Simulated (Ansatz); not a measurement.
Reaction (hydrogenolysis of the Si–Cl bond): `F[SiH](Cl)C[SiH3]` + H₂ → `F[SiH2]C[SiH3]` + HCl

Computed with Ansatz on PBE0-D4/def2-TZVP structures; ΔE is electronic, products minus reactants. CBS: MP2 limit from def2 TZ/QZ plus the TZ coupled-cluster correction, frozen cores. This one scheme is used for every species. DFT in def2-TZVPP. B3LYP here is the variant with VWN-RPA as its local correlation; programs differ in this. One conformer a species, not always the lowest.

```json
{"level": "PBE-D4", "ΔE (kcal/mol)": "22.2", "difference from CCSD(T)/CBS": "0.3"}
{"level": "r2SCAN-D4", "ΔE (kcal/mol)": "23.4", "difference from CCSD(T)/CBS": "1.5"}
{"level": "PBE0-D4", "ΔE (kcal/mol)": "21.8", "difference from CCSD(T)/CBS": "-0.1"}
{"level": "ωB97X-V", "ΔE (kcal/mol)": "21.6", "difference from CCSD(T)/CBS": "-0.3"}
{"level": "B2PLYP", "ΔE (kcal/mol)": "21.0", "difference from CCSD(T)/CBS": "-0.9"}
{"level": "PBE", "ΔE (kcal/mol)": "21.0", "difference from CCSD(T)/CBS": "-0.9"}
{"level": "B3LYP", "ΔE (kcal/mol)": "19.8", "difference from CCSD(T)/CBS": "-2.1"}
{"level": "HF/def2-TZVPP", "ΔE (kcal/mol)": "18.2", "difference from CCSD(T)/CBS": "-3.7"}
{"level": "MP2/def2-TZVPP", "ΔE (kcal/mol)": "23.0", "difference from CCSD(T)/CBS": "1.1"}
{"level": "SCS-MP2/def2-TZVPP", "ΔE (kcal/mol)": "21.3", "difference from CCSD(T)/CBS": "-0.6"}
{"level": "CCSD/def2-TZVPP", "ΔE (kcal/mol)": "19.8", "difference from CCSD(T)/CBS": "-2.1"}
{"level": "CCSD(T)/def2-TZVPP", "ΔE (kcal/mol)": "20.7", "difference from CCSD(T)/CBS": "-1.2"}
{"level": "HF/def2-QZVPP", "ΔE (kcal/mol)": "18.2", "difference from CCSD(T)/CBS": "-3.7"}
{"level": "MP2/def2-QZVPP", "ΔE (kcal/mol)": "23.7", "difference from CCSD(T)/CBS": "1.8"}
{"level": "SCS-MP2/def2-QZVPP", "ΔE (kcal/mol)": "22.0", "difference from CCSD(T)/CBS": "0.1"}
{"level": "CCSD/CBS(def2)", "ΔE (kcal/mol)": "21.0", "difference from CCSD(T)/CBS": "-0.9"}
{"level": "CCSD(T)/CBS", "ΔE (kcal/mol)": "21.9", "difference from CCSD(T)/CBS": "0"}
```

Largest T1 diagnostic among the species: 0.011.

The D4 term adds +1.9 kcal/mol with B3LYP and +1.0 kcal/mol with PBE0; it sums over pairs of atoms, weighted by their polarisabilities, and B3LYP, whose exchange is more repulsive, gets the larger term. In def2-TZVPP, CCSD(T) changes the Hartree–Fock value by +2.5 kcal/mol (the triples alone add +0.9 kcal/mol) and MP2 by +4.8 kcal/mol.
